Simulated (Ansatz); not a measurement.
Mulliken charges of CH5Cl2GaO, SMILES `[CH3][Ga-]([OH2+])([Cl])[Cl]` from B3LYP/def2-TZVPP in Ansatz (PBE0-D4/def2-TZVP geometry).

| atom | x (Å) | y (Å) | z (Å) | charge (e) |
| --- | --- | --- | --- | --- |
| C1 | -1.562 | -0.523 | 0.289 | -0.379 |
| Ga2 | -0.002 | 0.261 | -0.570 | 0.543 |
| O3 | 1.653 | 0.048 | 0.735 | -0.223 |
| Cl4 | 1.038 | -0.777 | -2.184 | -0.344 |
| Cl5 | 0.259 | 2.426 | -0.673 | -0.344 |
| H6 | -1.770 | -0.013 | 1.231 | 0.103 |
| H7 | -1.394 | -1.584 | 0.481 | 0.103 |
| H8 | -2.432 | -0.421 | -0.362 | 0.105 |
| H9 | 2.313 | -0.420 | 0.205 | 0.217 |
| H10 | 1.980 | 0.951 | 0.851 | 0.217 |

Q: By hand: the dipole of these point charges (1 e Å = 4.8032 D).

A: Σ q r = (0.126, -0.331, 0.767) e Å, of length 0.845 e Å = 4.06 D.

Q: How does the dipole of the full density compare? (Estimate.)

A: Computed: (0.293, -0.215, 0.605) e Å, 3.39 D; the point charges give 1.20 times that, at 16° from its direction.

Point charges leave out the atoms' own dipoles, such as those of lone pairs, and Mulliken's split depends on the basis, so the two needn't agree.

B3LYP here is the variant with VWN-RPA as its local correlation; programs differ in this.
